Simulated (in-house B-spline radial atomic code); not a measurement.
Response of C⁴⁺ as one setting changes: the share of exact exchange in a PBE hybrid. A dash marks a strongly mixed or unbound state. Computed with a B-spline radial code for spherical atoms: linear response of the closed shell 1s2 with the functional's adiabatic kernel; non-relativistic, point nucleus, no spin-orbit coupling, no double excitations, S, P, D and F terms only.

```
share of exact exchange in a PBE hybrid  lowest 1P (eV)  lowest 3P, Tamm-Dancoff (eV)  minus highest occupied level (eV)  α (bohr³)
                                      0  1s → 2p 295.27                1s → 2p 292.15                             357.58    0.00928
                                    0.1  1s → 2p 296.70                1s → 2p 293.50                             361.13   0.009242
                                    0.2  1s → 2p 298.12                1s → 2p 294.84                             364.69   0.009205
                                    0.3               ?                             ?                                  ?          ?
                                    0.4  1s → 2p 300.92                1s → 2p 297.50                             371.81   0.009132
                                    0.5  1s → 2p 302.30                1s → 2p 298.81                             375.37   0.009096
                                    0.6  1s → 2p 303.68                1s → 2p 300.11                             378.94    0.00906
                                    0.7  1s → 2p 305.04                1s → 2p 301.40                             382.51   0.009025
                                    0.8  1s → 2p 306.40                1s → 2p 302.68                             386.09   0.008991
                                    0.9               ?                             ?                                  ?          ?
                                      1  1s → 2p 309.09                1s → 2p 305.22                             393.25   0.008922
```

**Question.** What belongs in the row for 0.9?

**Answer.** lowest 1P (eV): 1s → 2p 307.75; lowest 3P, Tamm-Dancoff (eV): 1s → 2p 303.96; minus highest occupied level (eV): 389.67; α (bohr³): 0.008956.

**Question.** What belongs in the row for 0.3?

**Answer.** lowest 1P (eV): 1s → 2p 299.52; lowest 3P, Tamm-Dancoff (eV): 1s → 2p 296.18; minus highest occupied level (eV): 368.25; α (bohr³): 0.009168.
